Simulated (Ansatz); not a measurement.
Isomers of AlFGeH6Si, relaxed with PBE0-D4/def2-TZVP in Ansatz; electronic energies, one conformer each and not always the lowest. Functionals use def2-TZVPP; CBS adds triple-zeta CCSD(T) − MP2 to the MP2 limit of def2-TZVPP and def2-QZVPP.

Outer-core shells of Ge are correlated without core-valence functions. Scalar relativity is left out up to krypton. Spin–orbit coupling is left out.

Question: Order them by energy at frozen-core CCSD(T)/CBS, lowest first. (Estimate.)
A. `F[SiH]([AlH2])[GeH3]`
B. `F[SiH2][AlH][GeH3]`
C. `[F][GeH]([AlH2])[SiH3]`

Answer: B (0.0 kJ/mol), A (16.1 kJ/mol), C (59.9 kJ/mol).

Question: How do HF/CBS(def2), B2PLYP, r2SCAN-D4, PBE-D4 place them (kJ/mol, against `F[SiH2][AlH][GeH3]`)? (Estimate.)

Answer: Ansatz gave: 
```csv
isomer,HF/CBS(def2),B2PLYP,r2SCAN-D4,PBE-D4
`[F][GeH]([AlH2])[SiH3]`,57.4,54.3,55.9,52.8
`F[SiH]([AlH2])[GeH3]`,18.5,16.1,14.4,13.3
```
